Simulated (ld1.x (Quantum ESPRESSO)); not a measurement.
# Varying the TM potential for Tc

Base potential:

* Element: Tc (Z = 43)
* Generator: ld1.x (Quantum ESPRESSO) 7.5
* Type: norm-conserving Troullier–Martins (Kleinman–Bylander form)
* Functional: LDA (PZ)
* Relativity: fully relativistic
* Frozen core: [Kr]
* Valence charge: 7
* Reference configuration: 4d4 5s0 5p0 (charge +3)
* Partial waves: 5s (bound, empty): rc 2.35 bohr; 5p (bound, empty): rc 2.95 bohr; 4d (bound): rc 1.35 bohr
* Local potential: all-electron potential smoothed inside 1.50 bohr (lloc = -2)
* Core correction: none

Open shells are filled in proportion to 2j + 1 (rel_dist='average').

All-electron outer shells of the reference configuration (LDA (PZ), scalar-relativistic, ld1.x):

```tsv
shell	level (eV)	outermost node (bohr)	outermost maximum (bohr)
4p	-75.49	0.51	1.01
4d	-35.36	0.50	1.24
5s	-28.02	1.25	2.37
5p	-21.47	1.39	2.72
```

Cutoffs, loose and tight: the cutoffs (Ry, on a coarse ladder) from which the occupation-weighted sum of valence levels, in a spherical-Bessel basis at the reference potential, stays within 10 and 1 mRy of its value at 400 Ry. They do not see the model core or the augmentation charge, which bear on the density cutoff. Test errors are all-electron minus pseudo excitation energies from the reference, over the configurations 4d5 5s2 5p0; 4d5 5s1 5p0; 4d5 5s0 5p0; 4d5 5s1 5p1; 4d4 5s2 5p0; 4d5 5s1.5 5p0; 4d4 5s2 5p1. A dash means not determined; rows that change the core or the reference have their own tests. The largest error is taken over the tests solved by every variant that gives reliable tests at all: 4d4 5s2 5p0; 4d5 5s0 5p0; 4d5 5s1 5p0; 4d5 5s1.5 5p0; 4d5 5s2 5p0.

A true bound ghost makes a file unfit for plane-wave use even where its test errors are small: the radial tests pick states by their node count and pass the ghost by. Where a test does run into it, the solver fails or the error is huge.

Cutoffs are not given where the Bessel-basis levels miss the radial ones by over 6 mRy, ghosts where they miss by over 20 mRy; a channel whose overlap is not positive is not tested.

| change | outcome | cutoff, loose | cutoff, tight | bound ghosts | largest test error (meV) |
| --- | --- | --- | --- | --- | --- |
| base | generated | 50 Ry | 70 Ry | s, p3/2, p1/2 | +177 |
| local potential the s channel | generated | 50 Ry | 70 Ry | none | +149 |
| wave 4d (bound): rc 1.35 bohr becomes 4d (bound): rc 1.52 bohr | generated | 50 Ry | 60 Ry | s, p3/2, p1/2 | +177 |
| core [Ar] 3d10, valence charge 15; reference 4s2 4p6 4d4 5s0 5p0; waves now 4p (bound): rc 1.10 bohr; 4d (bound): rc 2.20 bohr; 4s (bound): rc 1.25 bohr; local potential the s channel; core correction a·sin(br)/r model core inside 0.80 bohr | generated | – | – | not determined | +493 |
| wave 5s (bound): rc 2.35 bohr becomes 5s (bound): rc 3.00 bohr | generated | 50 Ry | 70 Ry | s, p3/2, p1/2 | +136 |
| type TM semilocal; scalar-relativistic; local potential the d channel | generated | 50 Ry | 70 Ry | none | +257 |
| wave 5p (bound): rc 2.95 bohr becomes 5p (bound): rc 3.98 bohr | generated | 50 Ry | 70 Ry | s, p3/2, p1/2 | +177 |
| core correction a·sin(br)/r model core inside 1.42 bohr | generated | 50 Ry | 70 Ry | s, p3/2, p1/2 | -134 |

(1) What comes out with this change to the base: reference 4d5 5s2 5p0?

(2) What comes out with this change to the base: scalar-relativistic?

Results:

(1) outcome: generated; cutoff, loose: 50 Ry; cutoff, tight: 70 Ry; bound ghosts: s; largest test error (meV): +108.

(2) outcome: generated; cutoff, loose: 50 Ry; cutoff, tight: 70 Ry; bound ghosts: s, p; largest test error (meV): +182.
